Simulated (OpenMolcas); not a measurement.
## Ni2+, Pd2+, Pt2+: d⁸ down the group

| Item | Value |
| --- | --- |
| Program | OpenMolcas |
| Method | SS-CASPT2, IPEA 0.25 Eh, imaginary shift 0.1 Eh |
| Basis | ANO-RCC-VTZP |
| Scalar Hamiltonian | DKH2, point nucleus |
| Spin-orbit coupling | state interaction with AMFI integrals over the reference wave functions, term energies averaged over their components |

Active space for each ion: 8 electrons in 6 orbitals (d s); closed shells correlated by CASPT2: Ni2+ 3s 3p; Pd2+ 4s 4p; Pt2+ 5s 5p.

Computed levels in cm-1 above ³F₄:

| Level | Ni2+ | Pd2+ | Pt2+ |
| --- | --- | --- | --- |
| ³F₃ | 1446 | 3320 | 10410 |
| ³P₁ | 17090 | 13610 | 17020 |
| ³P₀ | 17360 | 13860 | 15400 |
| ¹G₄ | 22810 | 18130 | 21730 |
| ¹S₀ | 52130 | 41820 | 45340 |
| weight of ³F in the lowest level (%) | 100 | 99 | 95 |

Mixed levels, with the weight of the term that names them: Pt2+ ¹S₀ (50 %).

Measured, with the error of the calculation in %. Measured levels: Ni2+ from Corliss and Sugar, J. Phys. Chem. Ref. Data 10, 197 (1981); Pd2+ from Moore, Atomic Energy Levels, vol. III, NSRDS-NBS 35 (1971 reprint of NBS Circular 467, 1958); Pt2+ from NIST levels as listed in McCann et al., Mon. Not. R. Astron. Soc. 538, 537 (2025).

```json
{"Level": "³F₃", "Ni2+": "1361 (+6.3)", "Pd2+": "3230 (+2.8)", "Pt2+": "9752 (+6.7)"}
{"Level": "³P₁", "Ni2+": "16978 (+0.7)", "Pd2+": "13470 (+1.0)", "Pt2+": "16782 (+1.4)"}
{"Level": "³P₀", "Ni2+": "17231 (+0.8)", "Pd2+": "13699 (+1.2)", "Pt2+": "14939 (+3.1)"}
{"Level": "¹G₄", "Ni2+": "23109 (-1.3)", "Pd2+": "17880 (+1.4)", "Pt2+": "21331 (+1.9)"}
{"Level": "¹S₀", "Ni2+": "52532 (-0.8)", "Pd2+": "", "Pt2+": ""}
```

The fine-structure level ³F₃ changes by a factor of 7.2 from Ni2+ to Pt2+.

Without spin-orbit coupling ³P lies 15650, 10290, 7050 cm-1 above ³F in that order; the difference to the level ³P₁, of either sign, comes from spin-orbit coupling, which also lowers the zero.

Term energies are means over components that CASPT2 splits; among the terms shown or strongly mixed into the levels shown the widest spread is 710 cm-1 (4d⁸ ¹G, Pd2+). Some high roots are left out of the spin-orbit mixing, which shifts the levels that they would mix with (holds for Pt2+). Measured partners are found by configuration, term and J. A level has none where our copy of the source lacks it or the pairing is in doubt (some pairs that miss far off the trend of their configuration count as doubtful), and it then counts in no deviation. Only configurations of the active space appear.
